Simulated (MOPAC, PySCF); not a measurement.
CH$_{3}$NOSi, SMILES `[SiH2](O)C#N`, neutral singlet in the gas phase. 

Cartesian coordinates (Å):
SMILES: N#C[SiH2]O
```xyz
7

N      2.5151    -0.5816     0.0046
C      1.4395    -0.1699    -0.0161
Si    -0.3040     0.4704    -0.0178
O     -1.3418    -0.7310    -0.3946
H     -0.5160     1.0303     1.3361
H     -0.4103     1.4917    -1.0743
H     -1.3825    -1.5098     0.1621
```
Charge 0, spin multiplicity 1.

All levels are single points at this geometry (PBE0-D4/def2-TZVP); Pople sets use spherical d functions. Orbital energies aren't observables, and empty levels follow the basis.

HF/STO-3G in PySCF gives gap (eV) = 19.66.

Problem. Estimate the gap (eV) from each of these levels: PBE0-D4/def2-TZVP in PySCF; B3LYP/3-21G in PySCF; B3LYP/6-31G* in PySCF; PM6 in MOPAC; PM7 in MOPAC.

Solution. 
```json
[
 {"level": "PBE0-D4/def2-TZVP in PySCF", "gap (eV)": "8.45"},
 {"level": "B3LYP/3-21G in PySCF", "gap (eV)": "8.08"},
 {"level": "B3LYP/6-31G* in PySCF", "gap (eV)": "8.14"},
 {"level": "PM6 in MOPAC", "gap (eV)": "10.83"},
 {"level": "PM7 in MOPAC", "gap (eV)": "12.21"}
]
```
